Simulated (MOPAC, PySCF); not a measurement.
C3H4O, SMILES `CC#CO`, neutral singlet in the gas phase. 

Cartesian coordinates (Å):
```xyz
8

C     -1.4035    -0.1331     0.1038
C      0.0289     0.0762    -0.0578
C      1.2231     0.2378    -0.1831
O      2.4993     0.5055    -0.3863
H     -1.8992     0.7634     0.5074
H     -1.6051    -0.9616     0.8002
H     -1.8878    -0.3815    -0.8533
H      3.0492    -0.1469     0.0865
```
Charge 0, spin multiplicity 1.

All levels are single points at this geometry (PBE-D3(BJ)/def2-TZVP); Pople sets use spherical d functions. Orbital energies aren't observables, and empty levels follow the basis.

PM3 in MOPAC gives dipole (D) = 1.38.

Q: Estimate the dipole (D) from each of these levels: PBE-D3(BJ)/def2-TZVP in PySCF; B3LYP/6-311+G** in PySCF; M06-2X/6-31G* in PySCF; PBE/6-31G* in PySCF; AM1 in MOPAC.

A: 
```
level                          dipole (D)
-----------------------------  ----------
PBE-D3(BJ)/def2-TZVP in PySCF        1.52
B3LYP/6-311+G** in PySCF             1.63
M06-2X/6-31G* in PySCF               1.70
PBE/6-31G* in PySCF                  1.62
AM1 in MOPAC                         1.56
```
